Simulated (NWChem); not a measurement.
# CHCuO; SMILES [C-](#[O+])->[CuH]

Program: NWChem. Coordinates come from a PBE0/def2-SVP optimisation. Ions are spin-unrestricted doublets at the neutral geometry; other ion states weren't tried.

Problem. Estimate the computed values for PBE0/def2-SVP. Quantities: vertical ionisation energy, ΔSCF (eV); −ε(HOMO) (eV).

Solution. 
| Item | Value |
|---|---|
| vertical ionisation energy, ΔSCF (eV) | 9.06 |
| −ε(HOMO) (eV) | 6.71 |
